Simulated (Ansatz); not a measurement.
**Energy profile**

The step: SiHF₃ ([F][SiH]([F])[F]) + H₂S → SiHSF₃ ([F][Si]([F])([F])[SH]) + H₂; bonds formed: Si1–S7, H2–H6; bonds broken: Si1–H2, H6–S7 (atoms numbered as in the saddle structure below).

```
8
angstrom
Si -0.5147 0.3170 -0.3313
H -0.8005 -0.9989 0.5949
F -1.3792 -0.3447 -1.4837
F -1.1946 1.1774 0.8200
F 0.1163 1.5341 -1.1567
H 0.3206 -1.1793 0.5190
S 1.6539 -0.6249 -0.0377
H 1.7981 0.1192 1.0755
```

Electronic energies by CCSD(T) at an estimated basis limit (MP2 extrapolated from triple and quadruple zeta, plus CCSD(T) − MP2 in triple zeta), on PBE0-D4/def2-TZVP structures; SiH3SF3, closed shell; no counterpoise correction. Computed with Ansatz 0.2.0 (basis: def2-TZVPP and def2-QZVPP); correlated methods freeze the cores. Extrapolation: Hartree–Fock as exp(−7.88 √X), correlation as X^−2.97.

**Question.** Give the profile in kJ/mol, counted from the separated reactants. (To be estimated.)

**Answer.** The calculation gives:
| point | kJ/mol |
| --- | --- |
| separated: SiHF3 (linked as [F][SiH]([F])[F]; Si1, H2, F3, F4, F5; singlet) + H2S (H6, S7, H8; singlet) | 0.0 |
| start structure | -9.8 |
| saddle | 214.4 |
| end structure | -35.3 |
| separated: SiHSF3 (linked as [F][Si]([F])([F])[SH]; Si1, F3, F4, F5, S7, H8; singlet) + H2 (H2, H6; singlet) | -33.0 |

The T1 diagnostic stays at or below 0.013.

For scale, one of the runs: CCSD(T)/def2-TZVPP, 219 basis functions (an equivalent command: `ansatz run in.yaml --threads 4`). The run took 82 s on 4 CPU threads (shared host), with 3.4 GiB of host memory at its peak.
